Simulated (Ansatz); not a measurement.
Basis-set extrapolation for C₂H₁₀OSi₂, SMILES `C[Si](C)(O)[SiH3]` (PBE0-D4/def2-TZVP geometry, frozen core, Ansatz). Multiplicity 1, RHF reference.

|  | def2-TZVPP | def2-QZVPP |
| --- | --- | --- |
| HF | -734.442571 | -734.468229 |
| MP2 correlation | -0.851848 | -0.912839 |
| CCSD(T) correlation | -0.948579 | not run |

Energies in hartree. Use E(X) = E(∞) + A·exp(−7.88·√X) for Hartree–Fock and E(X) = E(∞) + B·X^(−2.97) for correlation, with X = 3 and 4, and add CCSD(T) minus MP2 of the smaller set to the MP2 limit.

Q: What is the CCSD(T) energy at the basis-set limit?

A: HF limit: -734.468229 + (-0.025658) × 0.13774 = -734.47176. MP2 limit: -0.912839 + (-0.060991) × 0.74074 = -0.95802. Higher-order term: -0.948579 − (-0.851848) = -0.09673. Total: -735.52651 hartree, 355.4 kJ/mol below CCSD(T)/def2-TZVPP.
